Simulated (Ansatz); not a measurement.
Input file for C9H17NZr, SMILES `C[N](C)[Zr]1234([CH3])([CH3])[C@H]5[C@@H]1[C@@H]2[C@@H]3[C@H]54`:

```yaml
crystal:
  periodic: [false, false, false]
  atoms:
    - {symbol: C, position_ang: [-1.737247, -2.123450, 0.410893]}
    - {symbol: N, position_ang: [-0.982216, -1.045345, 0.993740]}
    - {symbol: C, position_ang: [-0.641698, -1.281201, 2.372414]}
    - {symbol: Zr, position_ang: [-0.136976, 0.442398, -0.112985]}
    - {symbol: C, position_ang: [-1.633385, 0.980762, -1.697971]}
    - {symbol: C, position_ang: [-0.000417, 2.234775, 1.232565]}
    - {symbol: C, position_ang: [1.537371, 0.776178, -2.031061]}
    - {symbol: C, position_ang: [2.177694, 1.249934, -0.872797]}
    - {symbol: C, position_ang: [2.361928, 0.155419, 0.001674]}
    - {symbol: C, position_ang: [1.850442, -1.000256, -0.624813]}
    - {symbol: C, position_ang: [1.324405, -0.611752, -1.874641]}
    - {symbol: H, position_ang: [-1.944205, -1.927686, -0.646274]}
    - {symbol: H, position_ang: [-1.202607, -3.084248, 0.476435]}
    - {symbol: H, position_ang: [-2.708328, -2.254344, 0.910157]}
    - {symbol: H, position_ang: [-1.538591, -1.354452, 3.004566]}
    - {symbol: H, position_ang: [-0.035512, -0.460775, 2.770318]}
    - {symbol: H, position_ang: [-0.071273, -2.214399, 2.502776]}
    - {symbol: H, position_ang: [-1.420002, 1.951083, -2.160899]}
    - {symbol: H, position_ang: [-1.746237, 0.253219, -2.508746]}
    - {symbol: H, position_ang: [-2.606787, 1.065086, -1.192965]}
    - {symbol: H, position_ang: [0.774621, 2.189037, 2.004976]}
    - {symbol: H, position_ang: [0.154113, 3.164685, 0.673256]}
    - {symbol: H, position_ang: [-0.970807, 2.316834, 1.743694]}
    - {symbol: H, position_ang: [1.235851, 1.367727, -2.882268]}
    - {symbol: H, position_ang: [2.459358, 2.272234, -0.670644]}
    - {symbol: H, position_ang: [2.815745, 0.198682, 0.981651]}
    - {symbol: H, position_ang: [1.843991, -1.998637, -0.212901]}
    - {symbol: H, position_ang: [0.840808, -1.261520, -2.590159]}
basis:
  gaussian: {orbitals: def2-TZVPP}
correlation: {method: ccsd_t}
output: {orbitals: {seedname: orbitals}}
```

```sh
$ ansatz run in.yaml --threads 11 --pin off --events-out ev --progress --plain --max-ram 174080MiB --backend cuda --devices 0, --max-vram 75GiB
```

Log, shortened:

```
Functional definition: HF
3567 factors; integrals over basis functions are off by at most 1.0e-3 eV
mean field evaluation 1: about -12284.1636 eV, gradient 6.7e1 eV
mean field evaluation 2: about -12284.7412 eV, gradient 6.7e1 eV
mean field evaluation 4: about -12295.8465 eV, gradient 7.8e0 eV
mean field evaluation 8: about -12296.0480 eV, gradient 5.7e-1 eV
mean field evaluation 16: about -12296.0496 eV, gradient 2.1e-6 eV
mean field -12296.04956723 eV, -451.8714870339 hartree, gradient 2.1e-6 eV, S^2 0.000000; 0 other end points of the search recorded, 0 dependent functions left out
10 core orbitals not correlated: weight in the atoms' cores, before any rotation towards them, 1.000 or more for the frozen orbitals, at most 0.000 for the correlated occupied ones
reference -12296.04956723 eV, -451.8714870339 hartree; 35, 35 occupied and 559, 559 virtual orbitals, 3567 factors
second order -57.81778485 eV of doubles, -0.00000000 eV of singles
cycle   1  -57.52732367 eV  change    2.9e-1 eV  update   1.9e-1
cycle   2  -58.94497131 eV  change    -1.4e0 eV  update   7.0e-2
cycle   3  -59.35790146 eV  change   -4.1e-1 eV  update   3.6e-2
cycle   4  -59.35918014 eV  change   -1.3e-3 eV  update   1.1e-2
cycle   5  -59.34935347 eV  change    9.8e-3 eV  update   6.3e-3
cycle   6  -59.35206207 eV  change   -2.7e-3 eV  update   2.6e-3
cycle   7  -59.35159813 eV  change    4.6e-4 eV  update   1.2e-3
cycle   8  -59.35104210 eV  change    5.6e-4 eV  update   3.4e-4
cycle   9  -59.35127549 eV  change   -2.3e-4 eV  update   1.7e-4
cycle  10  -59.35137923 eV  change   -1.0e-4 eV  update   5.9e-5
cycle  11  -59.35128106 eV  change    9.8e-5 eV  update   2.9e-5
cycle  12  -59.35131663 eV  change   -3.6e-5 eV  update   1.3e-5
perturbative correction -2.88914535 eV, -0.1061741334 hartree
Total energy: -12358.29002921 eV, -454.1587818237 hartree
```

Run time 87 s (11 threads of an AMD EPYC 7R13 on a shared host and a whole NVIDIA H100 80 GB); peak host memory 3.8 GiB.

The correlation energy is -62.240 eV, 4.6 % of it from (T); the T1 diagnostic reads 0.0137.
